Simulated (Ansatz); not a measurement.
Total energies of [AgCl4]- (AgCl4⁻) from Ansatz at PBE-D4/def2-TZVPD, gas phase (1 Eh = 27.2114 eV = 2625.5 kJ/mol). The reference geometry is relaxed at r2SCAN-D4/def2-SVPD.

Cartesian coordinates in Å:
```
Ag 0.000 0.000 0.000
Cl 1.081 -0.921 1.862
Cl 1.782 1.488 -0.298
Cl -1.080 0.921 -1.861
Cl -1.783 -1.488 0.297
```

```csv
state,geometry,energy (Eh)
charge -1 singlet,reference,-1987.31967
charge 0 doublet,reference,-1987.13108
charge -1 triplet,relaxed at r2SCAN-D4/def2-SVPD,-1987.28559
```

In the def2 sets Ag takes a core potential; there is no spin–orbit coupling.

Question: Work out the vertical ionisation energy to the doublet.

Answer: E(charge 0 doublet) − E(charge -1 singlet) = -1987.13108 − (-1987.31967) = 0.18859 Eh = 5.13 eV. For comparison, −ε of the highest occupied level is 2.60 eV at this level, 2.53 eV less.

Question: Which of the charge -1 states is lowest, and how far above it are the others?

Answer: The singlet. triplet: -1987.28559 − (-1987.31967) = 0.03408 Eh = 89.5 kJ/mol.
